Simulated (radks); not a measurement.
Values are calculated unless marked as measured or tabulated.
Question: The mean radii <r> (bohr) of the occupied orbitals of an atom or ion are listed with their occupations. Level of theory: scalar-relativistic Kohn-Sham, exchange-only LDA, spin-polarised, spherical densities, finite nucleus; Fermi nuclear charge, rms radius of each element as measured or else 0.836 A^(1/3) + 0.57 fm (a radial shooting solver on a logarithmic mesh with Libxc functionals).

orbital  occ.      <r>
1s up       1  0.01868
1s down     1  0.01868
2s up       1  0.07901
2s down     1  0.07901
2p up       3  0.07059
2p down     3  0.07059
3s up       1   0.2050
3s down     1   0.2050
3p up       3   0.2050
3p down     3   0.2050
3d up       5   0.1857
3d down     5   0.1857
4s up       1   0.4591
4s down     1   0.4591
4p up       3   0.4881
4p down     3   0.4880
4d up       5   0.5235
4d down     5   0.5233
5s up       1    1.104
5s down     1    1.096
5p up       3    1.302
5p down     3    1.284
4f up       7   0.6432
4f down     7   0.6369
6s up       1    3.035
5d up       3    2.131

Name the element and its charge. Open shells, if any, are filled with parallel spins first.

Answer: Z = 73, tantalum, charge +1: Ta+ in [Xe] 4f14 5d3 6s1. The 1s radius gives Z: for a bare nucleus <r> = (2 gamma + 1)/(2Z) with gamma = sqrt(1 - (Z/c)^2), 0.01844 bohr for Z = 73, and screening makes it slightly larger (0.01868 here). The occupations add up to 72, and the charge is Z minus that.
